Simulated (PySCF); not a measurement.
# Assigning NMR signals

Atoms are numbered as in `[CH3:1][C:2]1=[C:3]([CH3:4])[CH2:5][P:6]([SiH3:7])[CH2:8]1`. Each H is labelled by its parent atom.

PySCF 2.14 calculation with shieldings: GIAO PBE0/pcSseg-1 and GFN2-xTB geometry; non-relativistic Hamiltonian, fast rotation and ring inversion assumed for equivalent nuclei, no solvent model, one conformer.

Shifts are taken against calculated references (same method and geometry level): $^{13}$C (σref 186.93), $^{1}$H (σref 31.72) against TMS.

Problem. Assign these signals to the numbered atoms. $^{13}$C{$^{1}$H} NMR (computed): δ 139.7 (C), 38.4 (CH2), 19.2 (CH3).

Solution. 
139.7 → C2/C3, fully substituted alkene carbon: the olefinic region
38.4 → C5/C8, allylic sp3 CH2 bonded to P
19.2 → C1/C4, allylic methyl carbon: aliphatic region, no heteroatom directly attached

Problem. Assign these signals to the numbered atoms. $^{1}$H NMR (400 MHz, computed): δ 3.66 (m, 3H), 2.54 (m, 4H), 1.86 (s, 6H).

Solution. 
```tsv
δ (ppm)	atoms	environment	reason
3.66	H(Si7)	hydrogen on a silicon bonded to P	–
2.54	H(C5)/H(C8)	hydrogen on an allylic sp3 CH2 bonded to P	allylic position
1.86	H(C1)/H(C4)	hydrogen on an allylic methyl carbon	allylic position
```

Splittings by $^{31}$P in the carbon and heteronuclear signals aren't shown, as no couplings were computed. Shifts are as computed. Against solution values, carbons near 30 ppm lie about +3 ppm off and those near 130 ppm about +5 ppm. Of 1211 compounds with measured shifts, 218 miss one by over three times the rms of a fit or turn the order of signals round; such compounds aren't used in these exercises. No couplings were computed; multiplicities are counted from neighbouring protons, with m where these are inequivalent, close in shift, in a saturated or five-membered ring or joined by F or P, and br s for small geminal =CH2 splittings.
